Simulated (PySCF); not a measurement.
C2H5Se, multiplicity 2. Atoms are numbered in the order given.

```xyz
8

C      1.5285     0.1984    -0.5613
Se    -0.0132    -0.2071     0.3924
C     -1.3278     0.5142    -0.8695
H      2.4808    -0.0954    -0.1169
H      1.4975     0.9325    -1.3687
H     -1.1564     1.5897    -1.0132
H     -1.2541    -0.0168    -1.8278
H     -2.3224     0.3553    -0.4319
```
Charge 0, spin multiplicity 2.

Coordinates come from a B3LYP-D3(BJ)/def2-SVP optimisation. The isomer is the one that the SMILES or the coordinates give; other isomers of the formula were not compared.

Method: TDA-PBE/def2-SVPD in PySCF 2.14.0.

Vertical excitations. Isolated molecule, no solvent.

```tsv
state	energy (eV)	λ (nm)	f	main pairs
root 1	3.01	412	0.001	α HOMO→LUMO 99 %
root 2	3.87	321	0.005	α HOMO→LUMO+1 70 %, α HOMO→LUMO+2 29 %
root 3	3.89	318	0.002	α HOMO→LUMO+2 70 %, α HOMO→LUMO+1 29 %
root 4	4.08	304	0.081	β HOMO→LUMO 89 %
root 5	4.83	257	0.009	α HOMO→LUMO+3 95 %
root 6	4.87	254	0.003	α HOMO→LUMO+4 96 %
root 7	5.20	239	0.002	α HOMO→LUMO+5 89 %, β HOMO−1→LUMO 9 %
root 8	5.30	234	0.000	β HOMO→LUMO+1 52 %, β HOMO−1→LUMO 31 %
root 9	5.36	231	0.004	α HOMO→LUMO+5 6 %, β HOMO−1→LUMO 47 %, β HOMO→LUMO+1 38 %
root 10	5.57	223	0.013	α HOMO→LUMO+6 87 %, β HOMO−1→LUMO 9 %
```
Unrestricted roots are not spin-pure.
